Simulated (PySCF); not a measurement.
Species: C4H8F2OSi.
Numbering: `[F:1][CH2:2][O:3][C@@H:4]1[SiH2:5][CH2:6][C@H:7]1[F:8]`

Cartesian coordinates in Å at the GFN2-xTB level; atoms count from 1:
```xyz
16
C4H8F2OSi angstrom
F      1.526   -1.559    1.751
C      2.117   -0.508    1.080
O      1.231    0.505    0.856
C      0.397    0.364   -0.288
Si    -1.043    1.641   -0.384
C     -1.896   -0.049   -0.669
C     -0.618   -0.793   -0.257
F     -0.288   -1.805   -1.133
H      2.908   -0.134    1.741
H      2.531   -0.938    0.154
H      1.023    0.276   -1.186
H     -1.001    2.567   -1.512
H     -1.313    2.274    0.899
H     -2.769   -0.324   -0.083
H     -2.122   -0.257   -1.714
H     -0.688   -1.249    0.734
```

Definitions: NICS(0) = −σiso at the ring centroid; NICS(1) = −σiso and NICS(1)zz = −σzz at ±1 Å along the ring normal z. Level: GIAO PBE0/pcSseg-1 (PySCF, non-relativistic, gas phase) on the GFN2-xTB geometry, one conformer.

Ring bond lengths (Å), with Mayer bond orders in brackets: C4–Si5 1.927 (0.87), Si5–C6 1.914 (0.94), C6–C7 1.536 (0.99), C7–C4 1.540 (0.97).

Give the NICS values of each ring in ppm.

```csv
ring,type,NICS(0),"NICS(1), two faces","NICS(1)zz, two faces",rms pucker (Å),"centre to ring atoms, mean (Å)"
C4–Si5–C6–C7,4-membered ring with Si; formal bonds all single,-1.9,-2.1 / -2.3,2.8 / 3.0,0.09,1.22
```

What can be read from them?

- C4–Si5–C6–C7: mean NICS(1)zz 2.9 ppm, near zero. C4, Si5, C6, C7 have four or more neighbours; no verdict on aromaticity is drawn.

List the ring angles and the Hirshfeld charges of the ring atoms.

- C4–Si5–C6–C7: C4 90.4° (-0.054 e), Si5 75.9° (+0.357 e), C6 91.0° (-0.172 e), C7 100.3° (+0.050 e); sum 357.5° against 360° for a flat convex ring.

What are the shieldings of the ring atoms and their hydrogens in the same run (means over atoms taken as equivalent)?

```json
{"atoms": "C4", "environment": "sp3 carbon bound to oxygen", "σ isotropic (ppm)": "101.0"}
{"atoms": "Si5", "environment": "SiH2 silicon", "σ isotropic (ppm)": "405.6"}
{"atoms": "C6", "environment": "sp3 carbon bound to silicon", "σ isotropic (ppm)": "172.6"}
{"atoms": "C7", "environment": "sp3 C–F carbon", "σ isotropic (ppm)": "89.4"}
{"atoms": "H11", "environment": "methine hydrogen", "σ isotropic (ppm)": "27.40"}
{"atoms": "H12", "environment": "Si–H hydrogen", "σ isotropic (ppm)": "27.08"}
{"atoms": "H13", "environment": "Si–H hydrogen", "σ isotropic (ppm)": "27.32"}
{"atoms": "H14", "environment": "methylene hydrogen", "σ isotropic (ppm)": "29.78"}
{"atoms": "H15", "environment": "methylene hydrogen", "σ isotropic (ppm)": "30.20"}
{"atoms": "H16", "environment": "methine hydrogen", "σ isotropic (ppm)": "25.96"}
```

The run took 50 s on one thread, Arm Neoverse N1 (aarch64), no GPU, shared host with 64 logical CPUs at a one-minute load of 57, and the process peaked at 0.83 GiB of memory. This is the whole shielding run at PBE0/pcSseg-1, SCF included.
